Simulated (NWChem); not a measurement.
System: SeCl3 cation; SMILES Cl[Se+](Cl)Cl

NWChem input:

```
start job
memory heap 200 mb stack 900 mb global 1100 mb
charge 1
geometry units angstroms noautosym nocenter noautoz
  Se     0.000000     0.000000     0.559415
  Cl    -1.877678     0.458335    -0.371932
  Cl     1.335769     1.396949    -0.371932
  Cl     0.541909    -1.855284    -0.371932
end
basis spherical
  Se library sto-3g
  Cl library sto-3g
end
dft
  xc hfexch
  iterations 150
end
property
  shielding 2 1 2
end
task dft property
```

Output (shortened):

```
             Northwest Computational Chemistry Package (NWChem) 7.3.0
             --------------------------------------------------------

                             Geometry "geometry" -> ""
                             -------------------------

 Output coordinates in angstroms (scale by  1.889725989 to convert to a.u.)

  No.       Tag          Charge          X              Y              Z
 ---- ---------------- ---------- -------------- -------------- --------------
    1 Se                  34.0000     0.00000000     0.00000000     0.55941500
    2 Cl                  17.0000    -1.87767800     0.45833500    -0.37193200
    3 Cl                  17.0000     1.33576900     1.39694900    -0.37193200
    4 Cl                  17.0000     0.54190900    -1.85528400    -0.37193200

 Effective nuclear repulsion energy (a.u.)     564.7310601032

  xc_inp: hfexch multiplicative factor not found.
                              NWChem Property Module
                              ----------------------

  itol2e modified to match energy
  convergence criterion.

                                 NWChem DFT Module
                                 -----------------

 Summary of "ao basis" -> "ao basis" (spherical)
 ------------------------------------------------------------------------------
       Tag                 Description            Shells   Functions and Types
 ---------------- ------------------------------  ------  ---------------------
 Se                          sto-3g                  8       18   4s3p1d
 Cl                          sto-3g                  5        9   3s2p

  itol2e modified to match energy
  convergence criterion.

            General Information
            -------------------
          SCF calculation type: DFT
          Wavefunction type:  closed shell.
          No. of atoms     :     4
          No. of electrons :    84
           Alpha electrons :    42
            Beta electrons :    42
          Charge           :     1
          Spin multiplicity:     1
          Use of symmetry is: off; symmetry adaption is: off
          Maximum number of iterations: 150
          AO basis - number of functions:    45
                     number of shells:    23
          Convergence on energy requested:  1.00D-07
          Convergence on density requested:  1.00D-05
          Convergence on gradient requested:  5.00D-04

              XC Information
              --------------
                     Hartree-Fock (Exact) Exchange  1.000

      Superposition of Atomic Density Guess
      -------------------------------------

 Sum of atomic energies:       -3737.16558165

 Renormalizing density from      85.00 to     84

      Non-variational initial energy
      ------------------------------

 Total energy =   -3710.433925
 1-e energy   =   -6269.344570
 2-e energy   =    1994.179585
 HOMO         =      -0.561143
 LUMO         =      -0.234819

   convergence    iter        energy       DeltaE   RMS-Dens  Diis-err
 ---------------- ----- ----------------- --------- --------- ---------
 d= 0,ls=0.0,diis     1  -3736.8672838296 -4.30D+03  3.08D-02  4.27D-01
 d= 0,ls=0.0,diis     2  -3736.9822899943 -1.15D-01  7.22D-03  3.73D-02
 d= 0,ls=0.0,diis     3  -3736.9932781690 -1.10D-02  2.95D-03  1.32D-03
 d= 0,ls=0.0,diis     4  -3736.9942517189 -9.74D-04  1.29D-03  1.25D-04
 d= 0,ls=0.0,diis     5  -3736.9943555586 -1.04D-04  9.71D-05  1.16D-06
 d= 0,ls=0.0,diis     6  -3736.9943564058 -8.47D-07  4.19D-05  1.19D-07
 d= 0,ls=0.0,diis     7  -3736.9943565266 -1.21D-07  1.09D-05  8.54D-09
 d= 0,ls=0.0,diis     8  -3736.9943565346 -7.99D-09  2.02D-06  4.05D-10

         Total DFT energy =    -3736.994356534599
      One electron energy =    -6309.102949097787
           Coulomb energy =     2176.087960483985
    Exchange-Corr. energy =     -168.710428023971
 Nuclear repulsion energy =      564.731060103174

 Numeric. integr. density =        0.000000000000

                       DFT Final Molecular Orbital Analysis
                       ------------------------------------

 Vector   40  Occ=2.000000D+00  E=-6.839451D-01
              MO Center=  8.0D-02, -8.7D-02, -3.2D-01, r^2= 4.8D+00
   Bfn.  Coefficient  Atom+Function         Bfn.  Coefficient  Atom+Function
  ----- ------------  ---------------      ----- ------------  ---------------
    26      0.553832  2 Cl py                35      0.536181  3 Cl py
    44      0.517986  4 Cl py                45     -0.328813  4 Cl pz
    36      0.231277  3 Cl pz                12     -0.154612  1 Se py
    22     -0.148611  2 Cl py                31     -0.145265  3 Cl py
    40     -0.141815  4 Cl py                27      0.097536  2 Cl pz

 Vector   41  Occ=2.000000D+00  E=-6.839451D-01
              MO Center= -8.0D-02,  8.7D-02, -3.2D-01, r^2= 4.8D+00
   Bfn.  Coefficient  Atom+Function         Bfn.  Coefficient  Atom+Function
  ----- ------------  ---------------      ----- ------------  ---------------
    43      0.554013  4 Cl px                34      0.535818  3 Cl px
    25      0.518167  2 Cl px                27     -0.323368  2 Cl pz
    36      0.246153  3 Cl pz                11     -0.154612  1 Se px
    39     -0.148645  4 Cl px                30     -0.145196  3 Cl px
    21     -0.141850  2 Cl px                23      0.085369  2 Cl pz

 Vector   42  Occ=2.000000D+00  E=-6.383751D-01
              MO Center=  7.4D-09, -3.8D-08,  5.9D-02, r^2= 4.0D+00
   Bfn.  Coefficient  Atom+Function         Bfn.  Coefficient  Atom+Function
  ----- ------------  ---------------      ----- ------------  ---------------
    13      0.553256  1 Se pz                27     -0.501680  2 Cl pz
    36     -0.501680  3 Cl pz                45     -0.501680  4 Cl pz
    10      0.322714  1 Se s                  9     -0.157179  1 Se pz
    23      0.133903  2 Cl pz                32      0.133903  3 Cl pz
    41      0.133903  4 Cl pz                 6     -0.059131  1 Se s

 Vector   43  Occ=0.000000D+00  E=-1.522138D-01
              MO Center= -3.8D-06,  7.1D-06, -2.3D-01, r^2= 3.4D+00
   Bfn.  Coefficient  Atom+Function         Bfn.  Coefficient  Atom+Function
  ----- ------------  ---------------      ----- ------------  ---------------
    13      0.715200  1 Se pz                10     -0.636598  1 Se s
    25      0.563969  2 Cl px                44      0.557238  4 Cl py
    35     -0.419578  3 Cl py                34     -0.401204  3 Cl px
    24      0.183944  2 Cl s                 33      0.183943  3 Cl s
    42      0.183942  4 Cl s                  9     -0.175393  1 Se pz

 Vector   44  Occ=0.000000D+00  E=-1.373642D-01
              MO Center= -9.5D-02,  3.3D-01,  1.8D-01, r^2= 3.0D+00
   Bfn.  Coefficient  Atom+Function         Bfn.  Coefficient  Atom+Function
  ----- ------------  ---------------      ----- ------------  ---------------
    11      0.930587  1 Se px                25      0.488268  2 Cl px
    35      0.439559  3 Cl py                27      0.325831  2 Cl pz
    36     -0.327226  3 Cl pz                34      0.301519  3 Cl px
    12      0.275555  1 Se py                 7     -0.231084  1 Se px
    26     -0.208701  2 Cl py                24      0.204869  2 Cl s

[...]

          -----------------------------------------
          Chemical Shielding Tensors (GIAO, in ppm)
          -----------------------------------------

                                NWChem CPHF Module
                                ------------------

  scftype          =     RHF
  nclosed          =       42
  nopen            =        0
  variables        =      126
  # of vectors     =        3
  tolerance        = 0.10D-03
  level shift      = 0.00D+00
  max iterations   =       50
  max subspace     =       30

 SCF residual:    1.8696203341352465E-006

Iterative solution of linear equations
  No. of variables      126
  No. of equations        3
  Maximum subspace       30
        Iterations       50
       Convergence  1.0D-04

   iter   nsub   residual    time
   ----  ------  --------  ---------
     1      3    9.79D-01       2.9
     2      6    2.13D-01       3.1
     3      9    4.14D-02       3.3
     4     12    1.30D-02       3.5
     5     15    2.03D-03       3.7
     6     18    5.42D-04       3.9
     7     21    8.47D-05       4.2

      Atom:    1  Se
        Diamagnetic
   2971.5783     -0.0000     -0.0000
     -0.0000   2971.5783      0.0000
     -0.0000      0.0000   2963.6817

        Paramagnetic
   -814.5055      0.0000      0.0001
      0.0000   -814.5055     -0.0001
      0.0001     -0.0001   -878.5690

        Total Shielding Tensor
   2157.0728      0.0000      0.0001
      0.0000   2157.0727     -0.0001
      0.0001     -0.0001   2085.1127

           isotropic =    2133.0861
          anisotropy =      35.9801

          Principal Components and Axis System
                 1           2           3
             2157.0728   2157.0727   2085.1127

      1         0.9705     -0.2412     -0.0000
      2         0.2412      0.9705      0.0000
      3         0.0000     -0.0000      1.0000

      Atom:    2  Cl
        Diamagnetic
   1133.9245     -4.2020      7.2218
     -4.2020   1117.7358     -1.7628
      7.2218     -1.7628   1118.7949

        Paramagnetic
   -130.5270    -44.2725    123.5402
    -44.2725   -301.0933    -30.1557
    123.5402    -30.1557   -391.9654

        Total Shielding Tensor
   1003.3975    -48.4745    130.7619
    -48.4745    816.6425    -31.9185
    130.7619    -31.9185    726.8295

           isotropic =     848.9565
          anisotropy =     328.9986

          Principal Components and Axis System
                 1           2           3
             1068.2889    804.8100    673.7706

      1         0.9038      0.2371     -0.3563
      2        -0.2206      0.9715      0.0870
      3         0.3667      0.0000      0.9303
```

Level: Hartree-Fock/STO-3G, GIAO. STO-3G and 3-21G are far too small for this property and stand as cheap habits. Structure relaxed at the B3LYP/6-31G* (spherical d) level. The printed shielding anisotropy is the first printed principal value minus the mean of the other two.
